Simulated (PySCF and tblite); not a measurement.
Results of a calculation; reference values are marked as such.
System: C8H10, numbered as in [CH3:1][CH:2]1[CH:3]=[CH:4][CH:5]=[CH:6][CH:7]=[CH:8]1.

Geometries: GFN2-xTB; energies: PBE0/pcSseg-1 + D3(BJ); zero-point and thermal terms from GFN2-xTB harmonic modes (soft modes blended into free rotors). Rate constants are transition-state-theory values, counting equivalent paths, without tunnelling. Run with tblite and PySCF.

(1) How high is the barrier to the inversion of the 7-membered ring (2–3–4–5–6–7–8), through which structure does it pass, and what rate follows at 298 K?

Results:

(1) The electronic barrier is 7.4 kcal/mol and ΔG‡(298 K) 8.0 kcal/mol, over a Cs saddle with an imaginary mode of 75i cm⁻¹ (GFN2-xTB). With 1 equivalent path, k is 8.9×10⁶ s⁻¹, a mean lifetime of the start of 110 ns against this motion. The end lies 1.4 kcal/mol above the start in free energy.
